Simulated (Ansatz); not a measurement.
`CB[SiH2]N`. Total charge 0; spin multiplicity 1.

Cartesian coordinates in Å:
```
C -1.923 0.374 0.824
B -0.384 0.153 0.797
Si 0.635 -0.196 -0.903
N 2.260 -0.677 -0.575
H -2.465 0.149 -0.096
H -2.072 1.443 1.047
H -2.396 -0.147 1.663
H 0.207 0.265 1.840
H 0.498 1.047 -1.741
H -0.005 -1.272 -1.716
H 2.893 -0.902 -1.326
H 2.752 -0.237 0.186
```

**Question.** List the harmonic frequencies (cm⁻¹, unscaled) at PBE0-D4/def2-TZVP in Ansatz. (An estimate is asked.)

**Answer.** Computed: 13i, 56, 120, 204, 274, 373, 401, 580, 622, 710, 754, 822, 849, 862, 919, 960, 1041, 1139, 1300, 1430, 1458, 1583, 2114, 2186, 2565, 3006, 3075, 3130, 3601, 3694.
